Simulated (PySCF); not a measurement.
Species: C₄H₃F₃O₂.
Z-matrix (Å and degrees, PBE0-D3(BJ)/def2-SVP geometry), rows numbered from 1:
```
O 
C   1  1.1860
C   2  1.5199  1  137.32
O   3  1.4308  2   89.60  1   176.31
C   4  1.4148  3   94.68  2     2.38
C   5  1.5172  2  115.53  1    69.02
F   6  1.3352  5  110.83  2    44.17
F   6  1.3290  5  111.39  2   164.36
F   6  1.3307  5  109.81  2   -75.45
H   3  1.1040  2  115.45  1    60.49
H   3  1.1041  2  114.49  1   -68.24
H   5  1.1048  2  115.66  1   -59.66
```

The closed-shell ground state was solved at several levels (PySCF, density fitting, gas phase, non-relativistic).

```json
{"level": "CAM-B3LYP/def2-SVPD", "basis functions": "219", "total energy (Eh)": "-603.5593", "HOMO (eV)": "-9.93", "LUMO (eV)": "-0.58", "gap (eV)": "9.35", "dipole (D)": "2.21"}
{"level": "B3LYP/pcJ-1", "basis functions": "273", "total energy (Eh)": "-604.1685", "HOMO (eV)": "-8.12", "LUMO (eV)": "-1.89", "gap (eV)": "6.23", "dipole (D)": "2.04"}
```

Task: Estimate the row for PBE0/pcSseg-1, a basis of 168 functions; the other rows only guide the guess.

Result: Total energy -603.5004 Eh, HOMO -8.36 eV, LUMO -1.64 eV, gap 6.72 eV, dipole 2.04 D.

Task: Over all these levels, which gives the widest orbital gap and which the narrowest?

Result: CAM-B3LYP/def2-SVPD (range-separated hybrid) has the widest, 9.35 eV, and B3LYP/pcJ-1 (global hybrid, 20 % exact exchange) the narrowest, 6.23 eV. Functional and basis both differ between the two, so the spread mixes both effects.

Task: How far do the dipole and the HOMO energy spread over the levels?

Result: The dipole runs from 2.04 to 2.21 D (mean 2.10 D) and the HOMO from -9.93 to -8.12 eV.
